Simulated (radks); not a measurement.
The mean radii <r> (bohr) of the occupied orbitals of an atom or ion are listed with their occupations. Method: scalar-relativistic Kohn-Sham, PBEsol, spin-polarised, spherical densities, finite nucleus; Fermi nuclear charge, rms radius of each element as measured or else 0.836 A^(1/3) + 0.57 fm; computed with a radial shooting solver on a logarithmic mesh with Libxc functionals.

| orbital | occ. | <r> |
|---|---|---|
| 1s | 2 | 0.1298 |
| 2s | 2 | 0.5724 |

Name the element and its charge. Open shells, if any, are filled with parallel spins first.

Answer. Z = 12, magnesium, charge +8: Mg8+ in [He] 2s2. The 1s radius gives Z: for a bare nucleus <r> = (2 gamma + 1)/(2Z) with gamma = sqrt(1 - (Z/c)^2), 0.1247 bohr for Z = 12, and screening makes it slightly larger (0.1298 here). The occupations add up to 4, and the charge is Z minus that.
